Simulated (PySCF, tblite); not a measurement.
Species: C4H5ClF2O.
Geometry (GFN2-xTB, Å), atoms numbered from 1 in this order:
```xyz
13
C4H5ClF2O angstrom
F     -1.1812   -1.1412    1.2198
C     -1.4738   -0.5382    0.0347
C     -0.6167    0.7110   -0.1814
F     -1.1569    1.3788   -1.2484
Cl    -0.7412    1.8071    1.2316
C      0.8509    0.4567   -0.4704
C      1.6576   -0.4421    0.3580
O      1.2166   -0.8077   -0.9181
H     -1.2740   -1.2574   -0.7677
H     -2.5301   -0.2527    0.0540
H      1.3268    1.2977   -0.9693
H      1.1976   -0.9623    1.1883
H      2.7200   -0.2493    0.4509
```

Computed with B3LYP/def2-SVPD in PySCF (dipole) on a GFN2-xTB geometry, gas phase.

Take the most abundant isotopes and a rigid rotor. The values belong to one conformer with, in the numbering `[F:1][CH2:2][C@@:3]([F:4])([Cl:5])[C@H:6]1[CH2:7][O:8]1`, F1–C2–C3–F4 -168°, C2–C3–C6–C7 -49°.

Q: What are A, B and C (cm⁻¹)?

A: Ia = 246.08, Ib = 340.54, Ic = 378.02 u·Å²; 505379 MHz·u·Å²/I gives 2054, 1484 and 1337 MHz, that is A = 0.06850, B = 0.04950, C = 0.04459 cm⁻¹.

Q: Classify the top.

A: An asymmetric top. Ray's parameter κ = (2B − A − C)/(A − C) = -0.589; −1 is the prolate and +1 the oblate limit.

Q: Is it planar, by Δ = Ic − Ia − Ib?

A: Not planar: Δ = Ic − Ia − Ib = -208.60 u·Å². For a rigid frame Δ = −2 Σ m c², so Σ m c² = 104.30 u·Å² lies off the ab plane: 10.50 from hydrogen and 93.80 from heavier atoms. The atom farthest from that plane is 1.84 Å away.

Q: Which types of transition are allowed, and where do some lines up to J = 2 fall?

A: The dipole components are |μa| = 0.64 D, |μb| = 0.17 D, |μc| = 0.39 D. The squared components, which scale the intensities, stand as 1.00 : 0.07 : 0.37 (a : b : c). Some lines, for components of 0.1 D or more:

```json
{"type": "b", "branch": "Q", "J(Ka,Kc)": "1(1,0) ← 1(0,1)", "MHz": "717", "lower level (cm⁻¹)": "0.094"}
{"type": "b", "branch": "Q", "J(Ka,Kc)": "2(1,1) ← 2(0,2)", "MHz": "889", "lower level (cm⁻¹)": "0.281"}
{"type": "c", "branch": "Q", "J(Ka,Kc)": "2(2,1) ← 2(1,1)", "MHz": "1709", "lower level (cm⁻¹)": "0.311"}
{"type": "b", "branch": "Q", "J(Ka,Kc)": "2(2,1) ← 2(1,2)", "MHz": "2150", "lower level (cm⁻¹)": "0.296"}
{"type": "b", "branch": "R", "J(Ka,Kc)": "2(0,2) ← 1(1,1)", "MHz": "5047", "lower level (cm⁻¹)": "0.113"}
{"type": "a", "branch": "R", "J(Ka,Kc)": "2(0,2) ← 1(0,1)", "MHz": "5617", "lower level (cm⁻¹)": "0.094"}
{"type": "c", "branch": "R", "J(Ka,Kc)": "2(1,1) ← 1(0,1)", "MHz": "6506", "lower level (cm⁻¹)": "0.094"}
{"type": "b", "branch": "R", "J(Ka,Kc)": "2(2,1) ← 1(1,0)", "MHz": "7498", "lower level (cm⁻¹)": "0.118"}
{"type": "c", "branch": "R", "J(Ka,Kc)": "2(2,0) ← 1(1,0)", "MHz": "7523", "lower level (cm⁻¹)": "0.118"}
{"type": "b", "branch": "R", "J(Ka,Kc)": "2(2,0) ← 1(1,1)", "MHz": "7670", "lower level (cm⁻¹)": "0.113"}
```

Its GFN2-xTB frequencies are all real (lowest 56 cm⁻¹). These are rigid-rotor constants of the computed structure; measured ground-state constants (B0) also hold zero-point vibration. Quadrupole hyperfine structure (35Cl) is left out.
